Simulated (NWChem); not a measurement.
# GeH3OBr; SMILES [OH][GeH2][Br]

```xyz
6

Ge    -0.3296    -0.9069    -0.0174
O      1.2270    -1.7790    -0.1128
Br     0.0346     1.4110    -0.0269
H     -1.0768    -1.2868    -1.3047
H     -1.0773    -1.2091     1.3021
H      1.7890    -1.5874     0.6552
```
Atoms are numbered in this order, from 1.

Level: B3LYP/6-31G* (spherical d) (NWChem), optimised geometry, unscaled harmonic frequencies. This build's default masses of Se (78.918 u) and Br (79.917 u) are each other's, which moves their modes by up to 0.6 %. B3LYP is NWChem's, with the RPA form of VWN correlation.

Q: List the harmonic frequencies with IR intensities, and the thermochemistry.

A: 
```tsv
frequency (cm⁻¹)	IR intensity (km/mol)
154	9.5
258	92.7
296	78.4
506	20.3
649	9.7
700	109.1
779	119.5
845	66.1
975	128.3
2121	99.5
2179	89.3
3759	59.7
```

```yaml
zero_point_energy: 18.9 kcal/mol
thermal correction to the enthalpy at 298.15 K (with zero-point energy): 22.6 kcal/mol
heat capacity Cv: 16.0 cal/(mol K)
entropy at 298.15 K and 1 atm (symmetry number 1): 75.5 cal/(mol K)
dipole_moment: 1.91 D
```

Rigid rotor and harmonic oscillator.
